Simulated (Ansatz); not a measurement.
Compare A (`FB1CC1[SiH3]`) with its isomer B (`C[C@H]1B[Si@@H]1F`).

Calculated with Ansatz (gas phase, PBE0-D4/def2-TZVP geometries, no zero-point term in ΔE). CCSD(T)/CBS adds triple-zeta CCSD(T) − MP2 to the extrapolated MP2 energy (def2 sets, frozen cores). DFT in def2-TZVPP. B3LYP here is the variant with VWN-RPA as its local correlation; programs differ in this.

Task: Which isomer does CCSD(T)/CBS put lower? Give the gap. (Estimate.)

Result: Computed: A, by 46.7 kJ/mol.

Task: Give E(B) − E(A) in kJ/mol with MP2/def2-TZVPP, B3LYP-D4, CCSD(T)/def2-TZVPP, B2PLYP, ωB97M-V, PBE0-D4, B3LYP. (Best estimate.)

Result: Computed: MP2/def2-TZVPP 50.9, B3LYP-D4 46.7, CCSD(T)/def2-TZVPP 49.0, B2PLYP 50.1, ωB97M-V 57.5, PBE0-D4 52.0, B3LYP 49.8. None reverses the order clearly.

Largest T1 diagnostic: 0.013.

In def2-TZVPP, CCSD(T) changes the Hartree–Fock value by −48.2 kJ/mol (the triples alone add −10.3 kJ/mol) and MP2 by −46.3 kJ/mol. From PBE to PBE0 (25 % exact exchange), in def2-TZVPP and without D4, E(B) − E(A) moves by +16.6 kJ/mol.
